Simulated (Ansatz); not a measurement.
`C1[SiH2][Se]1` and `C1[SiH2][Te]1` differ in one element.

Ansatz, PBE0-D4/def2-TZVP geometries, multiplicity 1. 

Elements past krypton have def2 core potentials. Scalar relativity is left out up to krypton.

| property | `C1[SiH2][Se]1` |
| --- | --- |
| HOMO energy (ωB97M-V/def2-TZVPP) / eV | -8.77 |
| HOMO energy (PBE/def2-TZVPP) / eV | -5.52 |
| LUMO energy (B3LYP/def2-TZVPP) / eV | -0.75 |
| ideal-gas entropy at 298 K and 1 bar (rigid rotor, harmonic PBE0-D4/def2-TZVP) / J/(mol·K) | 290 |
| LUMO energy (PBE/def2-TZVPP) / eV | -1.37 |
| HOMO energy (B3LYP/def2-TZVPP) / eV | -6.38 |

Question: What does the change do to each property? (Best estimate.)

Answer: The calculation gave: 
| property | `C1[SiH2][Te]1` | shift |
| --- | --- | --- |
| HOMO energy (ωB97M-V/def2-TZVPP) / eV | -8.21 | 0.56 |
| HOMO energy (PBE/def2-TZVPP) / eV | -5.14 | 0.38 |
| LUMO energy (B3LYP/def2-TZVPP) / eV | -1.29 | -0.54 |
| ideal-gas entropy at 298 K and 1 bar (rigid rotor, harmonic PBE0-D4/def2-TZVP) / J/(mol·K) | 299 | 9 |
| LUMO energy (PBE/def2-TZVPP) / eV | -1.90 | -0.53 |
| HOMO energy (B3LYP/def2-TZVPP) / eV | -5.91 | 0.47 |

With PBE0 the HOMO rises by 0.48 eV and the LUMO falls by 0.54 eV, so the gap narrows by about 1.02 eV. PBE moves the HOMO by 0.38 eV and ωB97M-V by 0.56 eV.

B3LYP here is the variant with VWN-RPA as its local correlation; programs differ in this.

Spin–orbit coupling is left out; it splits and shifts lone-pair levels of the heavy atoms by tenths of an eV.
